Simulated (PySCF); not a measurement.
Polarisability as a sum over states

Compound: phosphasilene FPSiF2, F3PSi.
Cartesian coordinates in Å at the PBE0-D3(BJ)/def2-SVP level; atoms count from 1:
```
atom  x, y, z in Å
F1     2.0645   -0.6111    0.6861
P2     1.4247   -0.1920   -0.7705
Si3   -0.5438    0.1445   -0.1302
F4    -1.6999    0.6025   -1.1457
F5    -1.2119    0.0221    1.3223
```

Method used: TDDFT CAM-B3LYP/def2-SVPD, vertical, gas phase, core orbitals frozen in the response (PySCF 2.14.0, density-fitted response routines).

Excitation energies and transition dipoles (atomic units, axes of the coordinates) of those of the lowest 10 singlets that add 0.02 au or more to the mean polarisability:

```tsv
state	ΔE (hartree)	μx	μy	μz
S1	0.1135	0.062	0.286	0.055
S2	0.1443	-0.110	-0.509	-0.098
S3	0.1682	-0.691	0.113	0.205
S4	0.2096	0.547	-0.109	-0.104
S5	0.2312	0.080	0.434	0.089
S6	0.2494	1.612	-0.250	-0.635
S7	0.2634	0.163	0.700	0.131
S8	0.2748	0.066	0.300	0.056
S9	0.2865	0.082	0.358	0.066
S10	0.3217	-0.204	-0.876	-0.166
```

Q: What does each state add to αxx, αyy and αzz, and how do the sums compare with the full static tensor?

A: Each state adds 2 μα² / ΔE.

```json
{"state": "S1", "αxx (au)": "0.07", "αyy (au)": "1.44", "αzz (au)": "0.05"}
{"state": "S2", "αxx (au)": "0.17", "αyy (au)": "3.60", "αzz (au)": "0.13"}
{"state": "S3", "αxx (au)": "5.67", "αyy (au)": "0.15", "αzz (au)": "0.50"}
{"state": "S4", "αxx (au)": "2.86", "αyy (au)": "0.11", "αzz (au)": "0.10"}
{"state": "S5", "αxx (au)": "0.06", "αyy (au)": "1.63", "αzz (au)": "0.07"}
{"state": "S6", "αxx (au)": "20.84", "αyy (au)": "0.50", "αzz (au)": "3.24"}
{"state": "S7", "αxx (au)": "0.20", "αyy (au)": "3.72", "αzz (au)": "0.13"}
{"state": "S8", "αxx (au)": "0.03", "αyy (au)": "0.65", "αzz (au)": "0.02"}
{"state": "S9", "αxx (au)": "0.05", "αyy (au)": "0.90", "αzz (au)": "0.03"}
{"state": "S10", "αxx (au)": "0.26", "αyy (au)": "4.77", "αzz (au)": "0.17"}
{"state": "all 10 states", "αxx (au)": "30.2", "αyy (au)": "17.5", "αzz (au)": "4.4"}
{"state": "full response", "αxx (au)": "69.9", "αyy (au)": "46.3", "αzz (au)": "47.1"}
{"state": "share (%)", "αxx (au)": "43", "αyy (au)": "38", "αzz (au)": "9"}
```

The rest comes from the higher roots of the same response equations.

Q: Give the full tensor and its principal values.

A: In au, rows and columns x, y, z:
```
x   69.9 -4.4 -6.7
y   -4.4 46.3  1.3
z   -6.7  1.3 47.1
```
Principal values 45.3, 45.5 and 72.5 au; mean 54.4 au (8.07 Å³).

Q: By how much does the contribution of these states grow at 589.3 nm?

A: With ω = 0.0773 hartree each state's term in the mean polarisability goes from f / ΔE² to f / (ΔE² − ω²), f = (2/3) ΔE |μ|²; the sum over all 10 states goes from 17.38 to 20.30 au, a rise of 2.92 au. The full frequency-dependent response rises by 3.80 au, from 54.43 to 58.24 au.
